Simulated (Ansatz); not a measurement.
Start from `C=C[SiH](F)N[SiH2]Cl` and change one atom or group to get `C=C[SiH](F)OC`.

Ansatz, PBE0-D4/def2-TZVP geometries, multiplicity 1. Each molecule was computed in one conformer, which needn't be the lowest.

```
                                          property  `C=C[SiH](F)N[SiH2]Cl`
               LUMO energy (B3LYP/def2-TZVPP) / eV                   -1.16
             LUMO energy (ωB97M-V/def2-TZVPP) / eV                    1.05
             HOMO–LUMO gap (B3LYP/def2-TZVPP) / eV                    6.86
size of the dipole moment (ωB97M-V/def2-TZVPP) / D                    0.38
                HOMO energy (PBE0/def2-TZVPP) / eV                   -8.27
              HOMO–LUMO gap (PBE0/def2-TZVPP) / eV                    7.31
```

(1) Give the same properties after the change, and the shifts. (Best estimate.)

## Answers

(1) Computed: 
```csv
property,`C=C[SiH](F)OC`,shift
LUMO energy (B3LYP/def2-TZVPP) / eV,-1.03,0.13
LUMO energy (ωB97M-V/def2-TZVPP) / eV,1.28,0.23
HOMO–LUMO gap (B3LYP/def2-TZVPP) / eV,7.00,0.14
size of the dipole moment (ωB97M-V/def2-TZVPP) / D,2.03,1.65
HOMO energy (PBE0/def2-TZVPP) / eV,-8.27,0.00
HOMO–LUMO gap (PBE0/def2-TZVPP) / eV,7.45,0.14
```

Dipoles are sizes alone; their direction can turn.

B3LYP here is the variant with VWN-RPA as its local correlation; programs differ in this.
